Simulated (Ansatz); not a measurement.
Correlation energies of `[BH]1[NH][SbH][AlH]1` by basis set

```json
{"atom": "B1", "x (Å)": "-0.092", "y (Å)": "1.052", "z (Å)": "0.612"}
{"atom": "N2", "x (Å)": "0.802", "y (Å)": "0.712", "z (Å)": "-0.403"}
{"atom": "Sb3", "x (Å)": "0.410", "y (Å)": "-0.990", "z (Å)": "-1.576"}
{"atom": "Al4", "x (Å)": "-1.407", "y (Å)": "-0.608", "z (Å)": "0.376"}
{"atom": "H5", "x (Å)": "0.061", "y (Å)": "2.032", "z (Å)": "1.288"}
{"atom": "H6", "x (Å)": "1.616", "y (Å)": "1.280", "z (Å)": "-0.611"}
{"atom": "H7", "x (Å)": "1.295", "y (Å)": "-2.057", "z (Å)": "-0.555"}
{"atom": "H8", "x (Å)": "-2.685", "y (Å)": "-1.421", "z (Å)": "0.868"}
```

Total charge 0; spin multiplicity 1. Correlated methods include outer-core shells of Sb, which these sets cover unevenly. Sb: def2 effective core potential. Geometry: relaxed with PBE0-D4/def2-TZVP. Frozen core, restricted reference, Ansatz.

```tsv
basis	HF (Eh)	MP2 corr.
def2-SVP	-562.48990	-0.42632
def2-TZVPP	-562.67757	-0.73115
def2-QZVPP	-562.68993	-0.99706
```

Problem. Estimate the CCSD correlation energy and the (T) correction in each basis where they were run (hartree).

Solution. 
| basis | CCSD corr. | (T) |
| --- | --- | --- |
| def2-SVP | -0.46905 | -0.01753 |
| def2-TZVPP | -0.75126 | -0.03035 |
